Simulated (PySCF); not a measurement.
## How methods differ on the ionisation energy of C²⁺

C²⁺ [He] 2s2 (1S) → C³⁺ [He] 2s1 (2S), as a difference of total energies. Computed with PySCF 2.14 in dyall-acv3z (15s9p4d2f, 76 functions), with the spin-free X2C one-electron Hamiltonian (Gaussian nucleus). Correlated levels: valence: 1s2 frozen; virtual orbitals above 40 to 60 times the deepest correlated orbital energy dropped. The calculations carry no spin-orbit coupling.

```csv
method,ionisation energy (eV),error (eV)
UHF,45.797,-2.091
MP2 (valence),47.026,-0.862
SCS-MP2 (valence),47.272,-0.616
CCSD (valence),47.828,-0.060
```

Reference: 47.888 eV (measured; NIST Atomic Spectra Database, ionization energies).

Errors of the correlated levels include the incompleteness of this basis and the frozen core.

With two correlated electrons CCSD is exact in that space.

The coupled-cluster amplitudes are large for C²⁺ (T1 above 0.03 or a double amplitude above 0.15), so a single reference is strained.
